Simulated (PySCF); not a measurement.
## `O=S(=O)(O)C1CCCCC1`, C$_{6}$H$_{12}$O$_{3}$S

Molfile (atoms numbered from 1):
```
C6H12O3S
     RDKit          3D

 22 22  0  0  0  0  0  0  0  0999 V2000
    3.1576    1.0600    0.3355 O   0  0  0  0  0  0  0  0  0  0  0  0
    2.3210   -0.0863    0.5402 S   0  0  0  0  0  6  0  0  0  0  0  0
    2.1351   -0.5557    1.8746 O   0  0  0  0  0  0  0  0  0  0  0  0
    2.9688   -1.2836   -0.3509 O   0  0  0  0  0  0  0  0  0  0  0  0
    0.7247    0.1128   -0.2766 C   0  0  0  0  0  0  0  0  0  0  0  0
    0.0293    1.2584    0.4331 C   0  0  0  0  0  0  0  0  0  0  0  0
   -1.4053    1.4060   -0.0736 C   0  0  0  0  0  0  0  0  0  0  0  0
   -2.1676    0.0964    0.1093 C   0  0  0  0  0  0  0  0  0  0  0  0
   -1.4646   -1.0417   -0.6252 C   0  0  0  0  0  0  0  0  0  0  0  0
   -0.0269   -1.1917   -0.1272 C   0  0  0  0  0  0  0  0  0  0  0  0
    3.8442   -1.0245   -0.6435 H   0  0  0  0  0  0  0  0  0  0  0  0
    0.9507    0.3506   -1.3140 H   0  0  0  0  0  0  0  0  0  0  0  0
    0.0263    1.0405    1.5033 H   0  0  0  0  0  0  0  0  0  0  0  0
    0.5945    2.1791    0.2803 H   0  0  0  0  0  0  0  0  0  0  0  0
   -1.3897    1.6743   -1.1321 H   0  0  0  0  0  0  0  0  0  0  0  0
   -1.9053    2.2091    0.4693 H   0  0  0  0  0  0  0  0  0  0  0  0
   -3.1867    0.2051   -0.2660 H   0  0  0  0  0  0  0  0  0  0  0  0
   -2.2242   -0.1414    1.1729 H   0  0  0  0  0  0  0  0  0  0  0  0
   -1.4568   -0.8321   -1.6972 H   0  0  0  0  0  0  0  0  0  0  0  0
   -2.0051   -1.9763   -0.4689 H   0  0  0  0  0  0  0  0  0  0  0  0
   -0.0218   -1.4595    0.9309 H   0  0  0  0  0  0  0  0  0  0  0  0
    0.4914   -1.9799   -0.6749 H   0  0  0  0  0  0  0  0  0  0  0  0
  1  2  2  0
  2  3  2  0
  2  4  1  0
  2  5  1  0
  5  6  1  0
  6  7  1  0
  7  8  1  0
  8  9  1  0
  9 10  1  0
 10  5  1  0
  4 11  1  0
  5 12  1  0
  6 13  1  0
  6 14  1  0
  7 15  1  0
  7 16  1  0
  8 17  1  0
  8 18  1  0
  9 19  1  0
  9 20  1  0
 10 21  1  0
 10 22  1  0
M  END
```

Level of theory: PySCF 2.14.0, GIAO PBE/pcSseg-1 magnetisability, rotational g tensor and spin-rotation constants, non-relativistic, gas phase. Geometry: GFN2-xTB.

(1) Give the nuclear spin-rotation constants along the inertial axes (H = +C I·J) beside the isotropic shieldings.

Results:

(1) Rotational constants 2.3596, 0.7830, 0.6910 GHz. A star marks the isotopologue with that one atom substituted, in its own axes.
```tsv
atom	isotope	Caa (kHz)	Cbb (kHz)	Ccc (kHz)	mean (kHz)	σ (ppm)
H11	1H	0.023	-0.087	-0.070	-0.044	27.4
H12	1H	-0.246	-0.103	0.039	-0.103	28.7
H13	1H	-0.247	-0.089	0.016	-0.107	30.1
H14	1H	-0.199	-0.001	-0.065	-0.088	29.3
H15	1H	-0.262	-0.089	0.019	-0.111	30.4
H16	1H	-0.186	-0.010	-0.064	-0.087	29.6
H17	1H	0.077	-0.088	-0.075	-0.028	29.9
H18	1H	-0.258	-0.092	0.020	-0.110	30.4
H19	1H	-0.261	-0.088	0.018	-0.111	30.4
H20	1H	-0.198	-0.011	-0.060	-0.090	29.7
H21	1H	-0.247	-0.088	0.018	-0.106	29.9
H22	1H	-0.185	-0.001	-0.069	-0.085	29.3
O1	17O*	-0.598	-0.200	-0.146	-0.315	103.4
S2	33S*	1.113	0.319	0.248	0.560	163.2
O4	17O*	-0.634	-0.120	-0.161	-0.305	129.2
C5	13C*	0.480	0.200	0.160	0.280	110.6
C6	13C*	0.411	0.135	0.103	0.216	153.4
C7	13C*	0.420	0.131	0.106	0.219	152.3
C8	13C*	0.416	0.135	0.105	0.219	152.0
```
For the geometry as given, no vibrational averaging.
